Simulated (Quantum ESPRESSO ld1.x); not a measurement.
Problem. Neutral ytterbium, 70 electrons, occupied as [Xe] 4f14 6s2. All-electron calculation, scalar-relativistic Kohn-Sham, LDA (Slater exchange, VWN5 correlation), spin-unpolarised, spherical densities, point nucleus. Program: ld1.x of Quantum ESPRESSO 7.5. Some entries of the table are withheld. Estimate them.

orbital  occ.  eigenvalue (hartree)  r(max) (bohr)  <r^2> (bohr^2)
1s          2              -2248.76          0.012       0.0005304
2s          2                   (1)          0.071        0.008219
2p          6              -335.946            (2)             (3)
3s          2              -85.8650          0.200         0.05378
3p          6              -72.2746          0.197         0.05427
3d         10              -55.7010          0.160         0.04513
4s          2                   (4)          0.456          0.2691
4p          6              -12.4069          0.475             (5)
4d         10              -6.53346          0.490          0.3648
5s          2              -2.02514           1.07           1.646
5p          6              -1.01390           1.23           2.413
6s          2              -0.14983           3.21           17.14
4f         14              -0.11932          0.483          0.8852

Solution. 
(1) 2s eigenvalue (hartree): -381.037
(2) 2p r(max) (bohr): 0.058
(3) 2p <r^2> (bohr^2): 0.006718
(4) 4s eigenvalue (hartree): -16.8699
(5) 4p <r^2> (bohr^2): 0.3061
